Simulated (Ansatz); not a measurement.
`CC1(Cl)CBO1` + H₂ → `ClC1CBO1` + CH₄ at 500 K and 1 bar (hydrogenolysis of a C–C bond).

Isolated molecules relaxed with PBE0-D4/def2-TZVP in Ansatz; ΔE leaves out vibrations. CCSD(T)/CBS adds triple-zeta CCSD(T) − MP2 to the extrapolated MP2 energy (def2 sets, frozen cores). This one scheme is used for every species.

```
      species  CCSD(T)/CBS energy (Eh)  H − E (kJ/mol)  S (J/(mol·K))
`CC1(Cl)CBO1`               -677.54018           281.7          391.9
           H₂                 -1.17544            41.0          145.5
   `ClC1CBO1`               -638.26993           199.5          350.1
          CH₄                -40.46206           135.6          206.8
```

H − E and S are ideal-gas, rigid-rotor, harmonic terms from PBE0-D4/def2-TZVP, for one conformer and one mirror image of each species. For small species the MP2-based limit differs from directly extrapolated CCSD(T) by up to some mEh (0.8 for H₂); such offsets cancel only in part. 1 Eh = 2625.50 kJ/mol, R = 8.31446 J/(mol·K).

Problem. By hand: ΔE, ΔH, ΔS and ΔG.

Solution. ΔE = (-638.26993) + (-40.46206) − (-677.54018) − (-1.17544) = -0.01637 Eh = -43.0 kJ/mol. Δ(H − E) = 199.5 + 135.6 − 281.7 − 41.0 = 12.4, so ΔH = -30.6 kJ/mol. ΔS = 350.1 + 206.8 − 391.9 − 145.5 = 19.5 J/(mol·K). ΔG = -30.6 − 500 × (19.5)/1000 = -40.4 kJ/mol.

Problem. By hand: the equilibrium constant, and the temperature at which ΔG would vanish if ΔH and ΔS stayed fixed.

Solution. log₁₀ K = −ΔG/(RT ln 10) = 4.2. ΔH and −TΔS have one sign here, so there is no such temperature.

ΔH outweighs TΔS. A doubt of 5 kJ/mol in ΔE shifts log₁₀ K by 0.5 here. Other conformers and mirror images would add mixing entropy, several J/(mol·K) or more a flexible species. These are equilibria of isolated gas molecules and say nothing of rates. Largest T1 diagnostic: 0.013 (customary marks: 0.02 for closed shells, 0.045 for open ones).
